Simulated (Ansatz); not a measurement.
Cu₅O₄⁺. Charge 1, multiplicity 1. Geometry PBE0-D4/def2-SVP.

Cartesian coordinates in Å:
```
Cu -0.395 -0.593 1.318
Cu 0.330 0.471 -2.605
Cu 0.866 1.441 3.745
Cu -1.235 -1.948 -1.335
Cu 0.774 1.213 0.371
O -0.614 -0.995 -2.658
O -1.170 -1.854 0.402
O 0.463 0.792 2.102
O 0.980 1.471 -1.338
```

B3LYP takes the VWN-RPA correlation. The restricted singlet is unstable towards broken spin symmetry in Hartree–Fock (as tested in another run); at HF/STO-3G, PBE-D4/def2-SVP, PBE-D4/def2-TZVP, B3LYP-D4/def2-TZVP and others this wasn't settled. At PBE-D4/def2-SVP, PBE-D4/def2-TZVP an occupied level lies above an empty one. Another isomer (singlet) lies 0.34 eV lower at PBE0-D4/def2-TZVP; other spin states weren't run for this one.

Problem. Estimate the orbital energies around the gap (eV) in Ansatz with HF/STO-3G, PBE-D4/def2-SVP, PBE-D4/def2-TZVP, B3LYP-D4/def2-TZVP, PBE0-D4/def2-SVP.

Solution. 
```tsv
orbital	HF/STO-3G	PBE-D4/def2-SVP	PBE-D4/def2-TZVP	B3LYP-D4/def2-TZVP	PBE0-D4/def2-SVP
HOMO−13	-15.60	-10.84	-11.19	-13.22	-13.29
HOMO−12	-15.58	-10.81	-11.19	-13.20	-13.07
HOMO−11	-15.40	-10.75	-11.19	-12.53	-12.38
HOMO−10	-15.12	-10.63	-11.17	-12.43	-12.22
HOMO−9	-14.95	-10.58	-11.15	-12.42	-12.13
HOMO−8	-14.91	-10.58	-11.10	-12.34	-12.09
HOMO−7	-14.69	-10.57	-11.01	-12.34	-12.09
HOMO−6	-14.40	-10.42	-10.77	-12.15	-12.03
HOMO−5	-14.29	-10.15	-10.52	-11.90	-11.78
HOMO−4	-13.85	-10.06	-10.47	-11.51	-11.48
HOMO−3	-13.05	-9.92	-10.30	-11.50	-11.38
HOMO−2	-12.02	-9.92	-10.26	-11.46	-11.15
HOMO−1	-10.46	-9.67	-10.02	-11.36	-11.14
HOMO	-7.07	-9.05	-9.39	-10.78	-10.70
LUMO	-2.17	-9.13	-9.48	-9.43	-8.96
LUMO+1	-1.75	-9.10	-9.44	-9.13	-8.65
LUMO+2	-1.43	-7.77	-8.12	-7.09	-6.26
LUMO+3	-0.87	-5.62	-6.01	-5.36	-4.64
LUMO+4	-0.54	-4.52	-4.89	-4.32	-3.61
LUMO+5	-0.25	-4.28	-4.65	-3.98	-3.31
```
